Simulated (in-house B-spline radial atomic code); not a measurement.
A run on neutral strontium (an excited or competing configuration) that did not converge. Method: scalar-relativistic (X2C) B97-1, spin-polarised, spherical fractional occupations, exact exchange averaged over the configuration, Fermi nucleus of rms radius 4.224 fm; computed with a B-spline radial code for spherical atoms.

Command:
```bash
python run_scf.py task.json out
```
Settings (nuclear radius in fm, mass in u):
```
Z                38
configuration    [Ar] 3d10 4s2 4p5 5s2 5f1
hamiltonian      x2c
method           b97_1
spin_polarised   True
nucleus          fermi
rms_radius       4.224
atomic_mass      87.90561
speed_of_light   137.035999084
exact_exchange   averaged over the configuration
```

First and last ten iterations of the last attempt (damped for 15 steps, keeping 80 % of the old Fock matrix, then DIIS):
```
 iter        energy (Eh)    residual
    1       -3177.171602    4.14e-01
    2       -3177.804823    1.28e-01
    3       -3177.987701    8.08e-02
    4       -3178.065937    5.06e-02
    5       -3178.098899    3.17e-02
    6       -3178.112952    1.97e-02
    7       -3178.119017    1.29e-02
    8       -3178.122029    9.13e-03
    9       -3178.123688    6.54e-03
   10       -3178.124636    4.77e-03
  111       -3178.125586    8.29e-07
  112       -3178.125586    8.33e-07
  113       -3178.125586    9.38e-07
  114       -3178.125586    9.59e-07
  115       -3178.125586    8.63e-07
  116       -3178.125586    8.68e-07
  117       -3178.125586    8.62e-07
  118       -3178.125586    8.61e-07
  119       -3178.125586    8.48e-07
  120       -3178.125586    8.67e-07
 not converged after 120 iterations
```

The smallest residual met was 7.8e-07; the threshold is about 4e-07. Over the last five steps the energy moves by less than 3e-08 hartree, but the orbitals didn't meet the threshold. Time taken, with all properties: 10 s on 1 thread of Intel(R) Xeon(R) Platinum 8488C, on a shared host.
